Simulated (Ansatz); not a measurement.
`C#[C][InH2]` + HCl → `[Cl][InH2]` + acetylene at 500 K and 1 bar (ligand exchange at the In–C bond).

Program: Ansatz. Geometries: PBE0-D4/def2-TZVP. ΔE: electronic, gas phase. CCSD(T)/CBS adds triple-zeta CCSD(T) − MP2 to the extrapolated MP2 energy (def2 sets, frozen cores). This one scheme is used for every species. Elements past krypton have def2 core potentials. For In outer-core shells are correlated without core-valence functions, which leaves a few kJ/mol of doubt a bond.

| species | CCSD(T)/CBS energy (Eh) | H − E (kJ/mol) | S (J/(mol·K)) |
| --- | --- | --- | --- |
| `C#[C][InH2]` | -267.62648 | 111.4 | 340.8 |
| HCl | -460.38127 | 32.5 | 201.9 |
| `[Cl][InH2]` | -650.81839 | 58.5 | 307.0 |
| `C#C` | -77.22717 | 90.7 | 225.3 |

H − E and S are ideal-gas, rigid-rotor, harmonic terms from PBE0-D4/def2-TZVP. 1 Eh = 2625.50 kJ/mol, R = 8.31446 J/(mol·K).

Task: By hand: ΔE, ΔH, ΔS and ΔG.

Result: ΔE = (-650.81839) + (-77.22717) − (-267.62648) − (-460.38127) = -0.03781 Eh = -99.3 kJ/mol. Δ(H − E) = 58.5 + 90.7 − 111.4 − 32.5 = 5.3, so ΔH = -94.0 kJ/mol. ΔS = 307.0 + 225.3 − 340.8 − 201.9 = -10.4 J/(mol·K). ΔG = -94.0 − 500 × (-10.4)/1000 = -88.8 kJ/mol.

Task: By hand: the equilibrium constant, and the temperature at which ΔG would vanish if ΔH and ΔS stayed fixed.

Result: log₁₀ K = −ΔG/(RT ln 10) = 9.3. ΔG = 0 at ΔH/ΔS = 9038 K, far beyond where these terms or the molecules hold.

The number of gas molecules stays the same, so ΔS is small and ΔH decides. A doubt of 5 kJ/mol in ΔE shifts log₁₀ K by 0.5 here. These are equilibria of isolated gas molecules and say nothing of rates. Largest T1 diagnostic: 0.015 (customary marks: 0.02 for closed shells, 0.045 for open ones).
